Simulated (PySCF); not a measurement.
Point-charge models of `CN1CCC(C=O)=C1F` against its computed dipole.

Coordinates (GFN2-xTB, Å) and charges (e) from the PBE0/pcSseg-1 density (PySCF):

```csv
atom,x,y,z,Mulliken,IAO,Hirshfeld,ESP-fitted
C1,-2.338,0.511,0.322,-0.0458,-0.3137,-0.0579,-0.3709
N2,-0.987,0.133,0.029,-0.7344,-0.1645,-0.0442,+0.1138
C3,-0.526,-1.240,0.152,+0.0578,-0.1507,-0.0064,-0.1919
C4,0.992,-1.171,-0.103,-0.1242,-0.2593,-0.0668,-0.1040
C5,1.268,0.315,-0.212,-0.5680,-0.1967,-0.0888,-0.1793
C6,2.556,0.902,-0.403,+0.3536,+0.2193,+0.0719,+0.3566
O7,3.603,0.292,-0.483,-0.4067,-0.4581,-0.2781,-0.4878
C8,0.072,0.950,-0.113,+0.7416,+0.4173,+0.1541,+0.1211
F9,-0.148,2.261,-0.167,-0.2502,-0.2403,-0.0460,-0.1094
H10,-2.459,1.580,0.158,+0.1341,+0.1703,+0.0539,+0.1645
H11,-3.024,-0.030,-0.333,+0.1239,+0.1534,+0.0529,+0.1258
H12,-2.592,0.280,1.362,+0.1178,+0.1426,+0.0479,+0.1361
H13,-1.046,-1.868,-0.578,+0.1327,+0.1448,+0.0474,+0.1056
H14,-0.760,-1.618,1.154,+0.1283,+0.1363,+0.0444,+0.1102
H15,1.571,-1.617,0.706,+0.1476,+0.1571,+0.0471,+0.1010
H16,1.276,-1.677,-1.027,+0.1474,+0.1529,+0.0453,+0.0946
H17,2.533,2.008,-0.473,+0.0445,+0.0895,+0.0232,+0.0139
```

Task: Compute μ = Σ q r for each scheme (1 e·Å = 4.803 D) and compare with the dipole of the full density.

Result: The full density gives (-6.31, -0.94, 0.97) D, 6.45 D in size; dipole vectors point from the negative to the positive end.

```
    scheme     μx     μy    μz  size (D)  share of the full size (%)  angle to the full dipole (°)
  Mulliken  -5.89  -2.39  1.25      6.48                         100                            14
       IAO  -6.70  -1.70  1.06      6.99                         108                             6
 Hirshfeld  -5.31  -0.58  0.75      5.40                          84                             2
ESP-fitted  -6.31  -0.96  0.97      6.45                         100                             0
```

Task: Which set comes closest?

Result: Length of the difference vector: ESP-fitted 0.02 D, IAO 0.86 D, Hirshfeld 1.08 D, Mulliken 1.54 D. Closest: ESP-fitted. ESP charges are fitted to the potential around the molecule, whose slowest-falling term is the dipole's. The schemes that divide the density aren't constrained to reproduce the dipole.

Task: What is left for the Hirshfeld atoms' own dipoles?

Result: The Hirshfeld atoms' densities add up to the full density, so μ = Σ q r + Σ (atomic dipoles). The atomic dipoles sum to (-6.31, -0.94, 0.97) − (-5.31, -0.58, 0.75) = (-1.00, -0.36, 0.22) D, 1.08 D in size.

Task: With the origin at the mean of the coordinates, (0.000, 0.001, -0.001) Å, which are the largest single terms, by size, of the IAO dipole along the direction of the full one?

Result: O7 +8.01, C1 -3.40, C6 -2.84, H11 +2.14, H12 +1.85 D; all 17 atoms together +6.96 D. The single terms depend on the origin, their sum doesn't.

Task: Give the size of the full dipole in other units.

Result: 6.45 D = 2.539 au = 1.344 e·Å = 21.53 × 10⁻³⁰ C·m.

One conformer (not necessarily the lowest) at the GFN2-xTB geometry, without solvent, vibrations or thermal averaging.
